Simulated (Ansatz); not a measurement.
Ansatz (a quantum-chemistry and plane-wave program) input (RI-MP2/cc-pVTZ):
A basis named .json is the Basis Set Exchange file of that set.

Ansatz 0.2 input:
```yaml
crystal:
  periodic: [false, false, false]
  atoms:
    - {symbol: C, position_ang: [2.66833323, 0.64000169, -0.50376979]}
    - {symbol: C, position_ang: [1.49614703, -0.14885321, 0.07224085]}
    - {symbol: C, position_ang: [0.16098951, 0.46573101, -0.34471914]}
    - {symbol: C, position_ang: [-1.06440459, -0.18465485, 0.12773369]}
    - {symbol: O, position_ang: [-0.94124666, -1.35798936, 0.61776455]}
    - {symbol: C, position_ang: [-2.38068428, 0.47285149, 0.06617746]}
    - {symbol: H, position_ang: [2.65923635, 1.67618312, -0.16075641]}
    - {symbol: H, position_ang: [2.64794578, 0.64338981, -1.59512356]}
    - {symbol: H, position_ang: [3.61173823, 0.19550606, -0.19064570]}
    - {symbol: H, position_ang: [1.53937031, -1.18639894, -0.26229280]}
    - {symbol: H, position_ang: [1.55355509, -0.16711335, 1.16287367]}
    - {symbol: H, position_ang: [0.05317962, 0.46418948, -1.44495238]}
    - {symbol: H, position_ang: [0.08462130, 1.53058405, -0.09115576]}
    - {symbol: H, position_ang: [-2.43942327, 1.15065539, -0.78458676]}
    - {symbol: H, position_ang: [-2.47171302, 1.09149905, 0.96999171]}
    - {symbol: H, position_ang: [-3.20865767, -0.23656138, 0.05249095]}
    - {symbol: H, position_ang: [-1.78216476, -1.76847534, 0.89606205]}
basis:
  gaussian:
    orbitals: cc-pVTZ
    fitting: {mean_field: def2-universal-jkfit, correlation: cc-pVTZ-RIFIT.json}
total_charge: 1
magnetization: {spin_polarized: false}
correlation: {method: mp2, electrons: outside_noble_gas}
```

End of the output:

```
integrals: 0.47 GiB planned
650 factors; integrals over basis functions are off by at most 9.5e-1 eV
0.72 GiB of device memory are held for the factors and their scratch space
mean field: 1.21 GiB planned
mean field evaluation 1: about -7353.0949 eV, gradient 5.3e1 eV
mean field evaluation 2: about -7358.5104 eV, gradient 2.5e1 eV
mean field evaluation 4: about -7359.7710 eV, gradient 1.9e0 eV
mean field evaluation 8: about -7359.7818 eV, gradient 2.0e-6 eV
mean field -7359.78180732 eV, -270.4669927796 hartree, gradient 2.0e-6 eV, S^2 0.000000; 0 other end points of the search recorded, 0 dependent functions left out
6 core orbitals not correlated
816 factors; their error is unknown
reference -7359.78180732 eV, -270.4669927796 hartree; 18, 18 occupied and 310, 310 virtual orbitals, 816 factors
second order -29.27581034 eV of doubles, -0.00000000 eV of singles
Total energy: -7389.05761766 eV, -271.5428589659 hartree
```

It need not be the lowest isomer of its formula.
